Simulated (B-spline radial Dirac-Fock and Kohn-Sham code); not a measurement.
Magnetic form factor of the 3d shell of Sr¹⁴⁺

System: strontium as Sr¹⁴⁺, [Ar] 3d6.

These are calculated numbers from a radial finite-basis atomic code; the model is configuration-average Dirac-Fock orbitals. ⟨j_K⟩ is the integral of the 3d radial density with the spherical Bessel function j_K(4πsr), s = sin θ/λ.

| s (Å⁻¹) | ⟨j0⟩ | ⟨j2⟩ | ⟨j4⟩ |
| --- | --- | --- | --- |
| 0 | 1.0000 | 0.0000 | 0.0000 |
| 0.04 | 0.9973 | 0.0011 | 0.0000 |
| 0.05 | 0.9958 | 0.0017 | 0.0000 |
| 0.06 | 0.9939 | 0.0024 | 0.0000 |
| 0.07 | 0.9917 | 0.0033 | 0.0000 |
| 0.08 | 0.9892 | 0.0043 | 0.0000 |
| 0.1 | 0.9832 | 0.0067 | 0.0000 |
| 0.12 | 0.9760 | 0.0096 | 0.0000 |
| 0.15 | 0.9627 | 0.0148 | 0.0001 |
| 0.18 | 0.9468 | 0.0210 | 0.0002 |
| 0.22 | 0.9216 | 0.0308 | 0.0004 |
| 0.27 | 0.8845 | 0.0449 | 0.0009 |
| 0.33 | 0.8328 | 0.0641 | 0.0020 |
| 0.4 | 0.7649 | 0.0883 | 0.0041 |
| 0.49 | 0.6700 | 0.1201 | 0.0083 |
| 0.59 | 0.5611 | 0.1530 | 0.0154 |
| 0.72 | 0.4250 | 0.1872 | 0.0280 |
| 0.87 | 0.2880 | 0.2106 | 0.0458 |
| 1.06 | 0.1558 | 0.2154 | 0.0694 |
| 1.29 | 0.0553 | 0.1940 | 0.0923 |
| 1.57 | -0.0029 | 0.1500 | 0.1059 |

Radial moments of the shell: ⟨r²⟩ = 0.2295, ⟨r⁴⟩ = 0.09483, ⟨r⁶⟩ = 0.06226 in powers of bohr.
